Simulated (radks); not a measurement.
Results of a calculation; reference values are marked as such.
Problem. The mean radii <r> (bohr) of the occupied orbitals of an atom or ion are listed with their occupations. Code: a radial shooting solver on a logarithmic mesh with Libxc functionals. Model: Dirac Kohn-Sham, PBE, spin-unpolarised, spherical densities, point nucleus.

| orbital | occ. | <r> |
|---|---|---|
| 1s1/2 | 2 | 0.08101 |
| 2s1/2 | 2 | 0.3834 |
| 2p1/2 | 2 | 0.3435 |
| 2p3/2 | 4 | 0.3459 |
| 3s1/2 | 1 | 1.057 |

Name the element and its charge. Open shells, if any, fill j = l - 1/2 first.

Solution. Z = 19, potassium, charge +8: K8+ in [Ne] 3s1. The 1s radius gives Z: for a bare nucleus <r> = (2 gamma + 1)/(2Z) with gamma = sqrt(1 - (Z/c)^2), 0.07844 bohr for Z = 19, and screening makes it slightly larger (0.08101 here). The occupations add up to 11, and the charge is Z minus that.
